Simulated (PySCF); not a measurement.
Cl$_{3}$In (SMILES [Cl][In]([Cl])[Cl]), singlet, at a GFN2-xTB geometry (such geometries of metal compounds can be far from the true shape) (core potentials on In); PySCF with PBE0/def2-SV(P).

The PySCF input:
```python
from pyscf import gto, scf, dft

mol = gto.M(
    atom='''
In   -0.00000000   -0.00000000    0.00000000
Cl    2.24449596   -0.20389963   -0.44000345
Cl   -0.90325628   -1.01151285    1.85308124
Cl   -1.34123968    1.21541248   -1.41307779
''',
    basis='def2-sv(p)',
    ecp={'In': 'def2-sv(p)'},
    verbose=4,
)

mf = dft.RKS(mol)
mf.xc = 'pbe0'
mf.kernel()
```

Output, abridged:

```
PySCF version 2.14.0

[INPUT] verbose = 4
[INPUT] num. atoms = 4
[INPUT] num. electrons = 72
[INPUT] charge = 0
[INPUT] spin (= nelec alpha-beta = 2S) = 0
[INPUT] symmetry False subgroup None
[INPUT] Mole.unit = angstrom
[INPUT] Symbol           X                Y                Z      unit          X                Y                Z       unit  Magmom
[INPUT]  1 In     0.000000000000   0.000000000000   0.000000000000 AA    0.000000000000   0.000000000000   0.000000000000 Bohr   0.0
[INPUT]  2 Cl     2.244495960000  -0.203899630000  -0.440003450000 AA    4.241482652093  -0.385314457600  -0.831486014364 Bohr   0.0
[INPUT]  3 Cl    -0.903256280000  -1.011512850000   1.853081240000 AA   -1.706906989493  -1.911482257978   3.501816030169 Bohr   0.0
[INPUT]  4 Cl    -1.341239680000   1.215412480000  -1.413077790000 AA   -2.534575662599   2.296796715578  -2.670330015806 Bohr   0.0

nuclear repulsion = 362.164949754578
number of shells = 34
number of NR pGTOs = 169
number of NR cGTOs = 80
basis = def2-sv(p)
ecp = {'In': 'def2-sv(p)'}

******** <class 'pyscf.dft.rks.RKS'> ********
method = RKS
initial guess = minao
damping factor = 0
level_shift factor = 0
DIIS = <class 'pyscf.scf.diis.CDIIS'>
diis_start_cycle = 1
diis_space = 8
diis_damp = 0
SCF conv_tol = 1e-09
SCF conv_tol_grad = None
SCF max_cycles = 50
direct_scf = True
direct_scf_tol = 1e-13
XC library pyscf.dft.libxc version 7.1.2
    S. Lehtola, C. Steigemann, M. J. T. Oliveira, and M. A. L. Marques,  SoftwareX 7, 1–5 (2018)
XC functionals = pbe0
    C. Adamo and V. Barone,  J. Chem. Phys. 110, 6158 (1999)
    M. Ernzerhof and G. E. Scuseria,  J. Chem. Phys. 110, 5029 (1999)
radial grids:
    Treutler-Ahlrichs [JCP 102, 346 (1995); DOI:10.1063/1.469408] (M4) radial grids

becke partition: Becke, JCP 88, 2547 (1988); DOI:10.1063/1.454033
pruning grids: <function nwchem_prune>
grids dens level: 3
symmetrized grids: False
atomic radii adjust function: <function treutler_atomic_radii_adjust>
small_rho_cutoff = 0
Set gradient conv threshold to 3.16228e-05
Initial guess from minao.
tot grids = 78520
init E= -1548.96145340118
  HOMO = -0.672964658727485  LUMO = -0.575202296077344  gap/eV = 2.66025
cycle= 1 E= -1569.0642038562  delta_E= -20.1  |g|= 1.95  |ddm|= 12.3
  HOMO = -0.146365605682039  LUMO = 0.0769394656347136  gap/eV = 6.07644
cycle= 2 E= -1568.69316743923  delta_E= 0.371  |g|= 2.48  |ddm|= 5.47
  HOMO = -0.323844352745697  LUMO = -0.084136155108595  gap/eV = 6.52279
cycle= 3 E= -1569.99172182449  delta_E= -1.3  |g|= 0.0777  |ddm|= 2.41
  HOMO = -0.345119910971623  LUMO = -0.109711946370595  gap/eV = 6.40578
cycle= 4 E= -1569.99311518804  delta_E= -0.00139  |g|= 0.0364  |ddm|= 0.172
  HOMO = -0.34077066328138  LUMO = -0.103187094576205  gap/eV = 6.46498
cycle= 5 E= -1569.99349955075  delta_E= -0.000384  |g|= 0.0049  |ddm|= 0.0513
  HOMO = -0.340865008702738  LUMO = -0.102953957577268  gap/eV = 6.47389
cycle= 6 E= -1569.99350533573  delta_E= -5.78e-06  |g|= 0.00034  |ddm|= 0.00464
  HOMO = -0.340909388625818  LUMO = -0.102973397370276  gap/eV = 6.47457
cycle= 7 E= -1569.99350534909  delta_E= -1.34e-08  |g|= 0.000239  |ddm|= 0.000765
  HOMO = -0.34089097960075  LUMO = -0.102975377980949  gap/eV = 6.47401
cycle= 8 E= -1569.99350536649  delta_E= -1.74e-08  |g|= 1.37e-05  |ddm|= 0.000308
  HOMO = -0.340891674555611  LUMO = -0.102977368685313  gap/eV = 6.47398
cycle= 9 E= -1569.99350536656  delta_E= -6.37e-11  |g|= 6.69e-07  |ddm|= 2.22e-05
  HOMO = -0.340891606686738  LUMO = -0.102977159322285  gap/eV = 6.47398
Extra cycle  E= -1569.99350536656  delta_E= -4.55e-12  |g|= 7.83e-07  |ddm|= 2.39e-06
converged SCF energy = -1569.99350536656
```
